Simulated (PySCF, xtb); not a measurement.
CH5FN2Si2, SMILES F[Si@@H]1C=N[SiH2]N1.

GFN2-xTB in xtb at its own geometry gives an orbital gap of 2.08 eV and a dipole moment of 2.05 D.

Geometry optimised at PBE-D3(BJ)/def2-SVP. The structure was generated by enumeration; whether it is a known compound was not checked.

Question: What does PBE/def2-TZVP run with PySCF give? (An estimate is asked for; the answer gives what the named calculation found.)

Answer: gap 3.07 eV (levels -5.75 and -2.68 eV), dipole 1.95 D.
